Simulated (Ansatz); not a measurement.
PBE exchange is replaced step by step with exact exchange (0 % is PBE, 25 % PBE0; no dispersion term), basis def2-TZVP, Ansatz. System: Zr(NH2)Cl3 (ZrNCl₃H₂). Charge 0, multiplicity 1. Geometry: PBE-D4/def2-SVP.

Geometry of the singlet:

```xyz
7

Zr    0.587   -0.269    0.344
N    -0.998    0.436   -0.658
H    -0.986    1.208   -1.336
H    -1.967    0.111   -0.544
Cl    2.492    0.305   -0.908
Cl    0.232   -2.576    0.647
Cl    0.640    0.784    2.456
```

In the def2 sets Zr takes a core potential; there is no spin–orbit coupling.

```json
{"exact exchange (%)": "0", "HOMO (eV)": "-7.01", "LUMO (eV)": "-3.10", "gap (eV)": "3.91"}
{"exact exchange (%)": "5", "HOMO (eV)": "-7.29", "LUMO (eV)": "-2.94", "gap (eV)": "4.34"}
{"exact exchange (%)": "10", "HOMO (eV)": "-7.56", "LUMO (eV)": "-2.78", "gap (eV)": "4.78"}
{"exact exchange (%)": "15", "HOMO (eV)": "-7.84", "LUMO (eV)": "-2.62", "gap (eV)": "5.22"}
{"exact exchange (%)": "25", "HOMO (eV)": "-8.40", "LUMO (eV)": "-2.29", "gap (eV)": "6.11"}
{"exact exchange (%)": "35", "HOMO (eV)": "-8.96", "LUMO (eV)": "-1.95", "gap (eV)": "7.01"}
{"exact exchange (%)": "50", "HOMO (eV)": "-9.82", "LUMO (eV)": "-1.43", "gap (eV)": "8.39"}
```
